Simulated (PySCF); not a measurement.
Simulated absorption spectrum

C₃H₁₀SSi.
Geometry (GFN2-xTB, Å), atoms numbered from 1 in this order:
```
atom  x, y, z in Å
C1    -1.923    0.497    0.285
C2    -0.812   -0.356    0.879
C3    -0.101   -1.191   -0.175
S4     0.713   -0.194   -1.477
Si5    2.304    0.745   -0.399
H6    -1.522    1.157   -0.481
H7    -2.393    1.104    1.056
H8    -2.682   -0.133   -0.172
H9    -0.085    0.284    1.386
H10   -1.230   -1.040    1.624
H11    0.662   -1.826    0.276
H12   -0.812   -1.818   -0.712
H13    1.789    1.855    0.398
H14    3.202    1.196   -1.445
H15    2.885   -0.272    0.471
```

Method used: TDDFT PBE0/def2-SVPD, vertical, gas phase, core orbitals frozen in the response (PySCF).

Each state is given a Gaussian of 0.3 eV full width at half maximum, with ε(max) = 2.175×10⁸ f / Δν̃ (Δν̃ the width in cm⁻¹). The width is an assumption, not a result. The curve ends short of the highest state used, and states not computed would add to its high-energy end.

```
E (eV)  ε (L mol⁻¹ cm⁻¹)
  5.13                 2
  5.16                 5
  5.20                12
  5.24                29
  5.27                53
  5.31               107
  5.34               172
  5.38               294
  5.42               457
  5.45               597
  5.49               784
  5.52               905
  5.56              1014
  5.60              1044
  5.63              1017
  5.67               931
  5.70               846
  5.74               726
  5.77               640
  5.81               536
  5.85               441
  5.88               374
  5.92               290
  5.95               236
  5.99               185
  6.03               167
  6.06               181
  6.10               237
  6.13               305
  6.17               415
  6.21               527
  6.24               595
  6.28               643
  6.31               640
  6.35               584
  6.39               485
```

Question: Where are the band maxima, and which computed states make them?

Answer: 222 nm (5.60 eV), ε about 1000, made up of S1 (93%); 197 nm (6.29 eV), ε about 650, made up of S3 (100%) (ε in L mol⁻¹ cm⁻¹; maxima over ε = 5, shares over 10%). The states used: S1 5.58 eV (f 0.011); S2 5.82 eV (f 0.0039); S3 6.29 eV (f 0.0072); S4 6.79 eV (f 0.0063); S5 6.94 eV (f 0.0060); S6 6.99 eV (f 0.018).

Question: Coming from long wavelengths, where does ε first pass 100 L mol⁻¹ cm⁻¹?

Answer: At about 234 nm (5.31 eV), 0.27 eV below S1.

Question: What would ε be at 5.60 eV, the highest of these maxima, with half the width (0.15 eV)?

Answer: About 1840 L mol⁻¹ cm⁻¹ against 1040, a factor of about 1.8; a lone state at its own centre would give exactly 2.

Question: On this curve, what absorbance would a 10⁻⁵ mol/L sample give at 222 nm over a 1 cm path?

Answer: 222 nm is 5.585 eV, where ε is about 1000 L mol⁻¹ cm⁻¹, so A = ε c l ≈ 0.01 (Beer–Lambert, with the gas-phase spectrum and the assumed width).

One conformer stands for the species.
